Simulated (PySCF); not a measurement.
FSn (SMILES [F][Sn+]), charge +1, singlet, geometry from GFN2-xTB (such geometries of metal compounds can be far from the true shape) (core potentials on Sn); PySCF with PBE0/def2-TZVP.

Input for PySCF:
```python
from pyscf import gto, scf, dft

mol = gto.Mole()
mol.atom = '''
    Sn   -0.00000000   -0.00000000   -0.31245265
    F     0.00000000    0.00000000    1.73584808
'''
mol.basis = 'def2-tzvp'
mol.ecp = {'Sn': 'def2-tzvp'}
mol.charge = 1
mol.verbose = 4
mol.build()

mf = dft.RKS(mol)
mf.xc = 'pbe0'
mf.grids.atom_grid = (99, 590)
mf.grids.prune = None
mf.kernel()
```

It wrote (shortened):

```
PySCF version 2.14.0

[INPUT] verbose = 4
[INPUT] num. atoms = 2
[INPUT] num. electrons = 30
[INPUT] charge = 1
[INPUT] spin (= nelec alpha-beta = 2S) = 0
[INPUT] symmetry False subgroup None
[INPUT] Mole.unit = angstrom
[INPUT] Symbol           X                Y                Z      unit          X                Y                Z       unit  Magmom
[INPUT]  1 Sn     0.000000000000   0.000000000000  -0.312452650000 AA    0.000000000000   0.000000000000  -0.590449935395 Bohr   0.0
[INPUT]  2 F      0.000000000000   0.000000000000   1.735848080000 AA    0.000000000000   0.000000000000   3.280277465052 Bohr   0.0

nuclear repulsion = 51.1531760095404
number of shells = 27
number of NR pGTOs = 137
number of NR cGTOs = 81
basis = def2-tzvp
ecp = {'Sn': 'def2-tzvp'}

******** <class 'pyscf.dft.rks.RKS'> ********
method = RKS
initial guess = minao
damping factor = 0
level_shift factor = 0
DIIS = <class 'pyscf.scf.diis.CDIIS'>
diis_start_cycle = 1
diis_space = 8
diis_damp = 0
SCF conv_tol = 1e-09
SCF conv_tol_grad = None
SCF max_cycles = 50
direct_scf = True
direct_scf_tol = 1e-13
XC library pyscf.dft.libxc version 7.1.2
    S. Lehtola, C. Steigemann, M. J. T. Oliveira, and M. A. L. Marques,  SoftwareX 7, 1–5 (2018)
XC functionals = pbe0
    C. Adamo and V. Barone,  J. Chem. Phys. 110, 6158 (1999)
    M. Ernzerhof and G. E. Scuseria,  J. Chem. Phys. 110, 5029 (1999)
radial grids:
    Treutler-Ahlrichs [JCP 102, 346 (1995); DOI:10.1063/1.469408] (M4) radial grids

becke partition: Becke, JCP 88, 2547 (1988); DOI:10.1063/1.454033
pruning grids: None
grids dens level: 3
symmetrized grids: False
atomic radii adjust function: <function treutler_atomic_radii_adjust>
User specified grid scheme (99, 590)
small_rho_cutoff = 0
Set gradient conv threshold to 3.16228e-05
Initial guess from minao.
tot grids = 116824
init E= -277.188817613162
  HOMO = -0.818681322521464  LUMO = -0.618937863083249  gap/eV = 5.43530
cycle= 1 E= -313.281133550163  delta_E= -36.1  |g|= 1.97  |ddm|= 30.1
  HOMO = -0.495566093515741  LUMO = -0.271196086169624  gap/eV = 6.10542
cycle= 2 E= -313.467449375608  delta_E= -0.186  |g|= 1.81  |ddm|= 5.62
  HOMO = -0.593429305117112  LUMO = -0.348540661679946  gap/eV = 6.66376
cycle= 3 E= -313.840169608717  delta_E= -0.373  |g|= 0.0442  |ddm|=  1.9
  HOMO = -0.59107284018066  LUMO = -0.352792284960161  gap/eV = 6.48394
cycle= 4 E= -313.839775859511  delta_E= 0.000394  |g|= 0.0651  |ddm|= 0.0883
  HOMO = -0.59748975089337  LUMO = -0.352521656331678  gap/eV = 6.66592
cycle= 5 E= -313.840465082109  delta_E= -0.000689  |g|= 0.0188  |ddm|= 0.0425
  HOMO = -0.59638575722267  LUMO = -0.352739782123393  gap/eV = 6.62994
cycle= 6 E= -313.840516638459  delta_E= -5.16e-05  |g|= 0.00137  |ddm|= 0.0101
  HOMO = -0.596665115986224  LUMO = -0.352858638961374  gap/eV = 6.63431
cycle= 7 E= -313.840516999256  delta_E= -3.61e-07  |g|= 0.000134  |ddm|= 0.000948
  HOMO = -0.596667175270931  LUMO = -0.352867530843605  gap/eV = 6.63413
cycle= 8 E= -313.840517001936  delta_E= -2.68e-09  |g|= 2.64e-05  |ddm|= 0.000118
  HOMO = -0.596667982279556  LUMO = -0.352865512183908  gap/eV = 6.63420
cycle= 9 E= -313.840517002066  delta_E= -1.3e-10  |g|= 2.22e-06  |ddm|= 2.63e-05
  HOMO = -0.59666833931468  LUMO = -0.352865582745663  gap/eV = 6.63421
Extra cycle  E= -313.840517002067  delta_E= -1.42e-12  |g|= 2e-06  |ddm|= 3.67e-06
converged SCF energy = -313.840517002067
```
